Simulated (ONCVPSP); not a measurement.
Transferability test, ONCV potential for carbon

ONCVPSP 4.0.1 input, shortened (lines: element, Z, core and valence counts, functional; n l f; lmax; l rc ep ncon nbas qcut; lloc lpopt rc5 dvloc0; l nproj debl; icmod fcfact rcfact), PBEsol, scalar-relativistic:

```
  C 6.00    1    2  -116133      upf
    1    0    2.00
    2    0    2.00
    2    1    2.00
    2
    0    1.15    0.00    3    6    5.00
    1    1.80    0.00    4    7    8.80
    2    1.85    0.29    4    9    5.00
    4    5    0.95    6.00
    0    2    0.80
    1    2    3.90
    2    2    0.40
    2    0.55    0.95
```

Energies are relative to the spin-unpolarised reference configuration 2s2 2p2; without spin polarisation the order of configurations can differ from experiment.

| valence configuration | charge | ΔE all-electron (eV) | error AE − PS (meV) |
| --- | --- | --- | --- |
| 2s1 2p0 | +3 | 82.771 | +316 |
| 2s2 2p1.5 | +0.5 | 3.933 | +2.1 |

Task: What are ΔE and the potential's error for 2s2 2p1?

Result: ΔE = 10.789 eV all-electron; the error (AE − PS) is +15 meV.

Task: What are ΔE and the potential's error for 2s2 2p0?

Result: ΔE = 34.807 eV all-electron; the error (AE − PS) is +149 meV.

Levels in the configuration 2s2 2p1.5:

```csv
level,all-electron (eV),pseudo (eV)
2s,-19.258,-19.255
2p,-10.649,-10.637
```
